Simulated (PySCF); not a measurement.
Polarisability and C₆ of V (vanadium, neutral)

[Ar] 3d3 4s1 4p1, one real determinant (an excited configuration). Computed with PySCF 2.14 in def2-TZVPPD, with no relativity, point nucleus. Coupled (time-dependent) response in atomic units; α is the mean over directions.

| method | mean α (bohr³) | α xx, yy, zz | C₆ (like pair) | S(−4) |
| --- | --- | --- | --- | --- |
| UHF | 118.6 | 88.92, 178.1, 88.92 | 1060 | 160000 |

S(−4) is the Cauchy moment in α(ω) = α(0) + S(−4) ω² + …

α(iu) at UHF:

```csv
u (hartree),α(iu) (bohr³)
0,118.6
0.0500,81.08
0.100,62.72
0.200,35.15
0.300,21.28
0.500,10.41
0.750,5.940
1.00,4.067
1.50,2.404
2.00,1.627
3.00,0.8946
5.00,0.3885
```

The components differ because the open shell of this determinant is not spherical; for a pure term their mean is the scalar polarisability.

⟨L²⟩ = 14.02 against 20 for a pure G term, so this real determinant mixes terms.
